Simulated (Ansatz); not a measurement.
Born–Oppenheimer molecular dynamics of AlClFHO (5 atoms, charge 0, multiplicity 1). It starts from a relaxed structure.

Level of theory: Ansatz, RKS BHLYP/6-31G*.

| Item | Value |
| --- | --- |
| ensemble | NVE (velocity Verlet) |
| time step | 0.5 fs |
| steps asked | 166 |
| starting velocities drawn for | 1500 K |
| masses | H 2.014 u |
| seed | 326193 |

First frame:

```xyz
5
Properties=species:S:1:pos:R:3
Al -0.008 -0.034 -0.014
O -0.027 -0.122 1.661
H -0.826 -0.160 2.179
Cl 1.810 0.043 -1.007
F -1.392 -0.009 -0.882
```

Question: How far do the bonds stretch over the last three quarters of this one trajectory? (Pairs bonded in most of those frames.)

Answer: 
```csv
bond,mean (Å),spread (Å),shortest,longest
Al1–O2,1.670,0.031,1.63,1.73
Al1–Cl4,2.069,0.035,2.03,2.13
Al1–F5,1.632,0.031,1.59,1.68
O2–H3,0.960,0.049,0.88,1.03
```

Mean temperature of the second half: 877 K. The conserved energy stayed within 0.61 meV per atom of its start (net change 0.45 meV per atom), so the integration is sound. A run of 0.083 ps of so small a system gives no equilibrium averages.

The run took 7.1 min on 1 thread of Arm Neoverse V1 (shared host), peak memory 0.12 GiB.
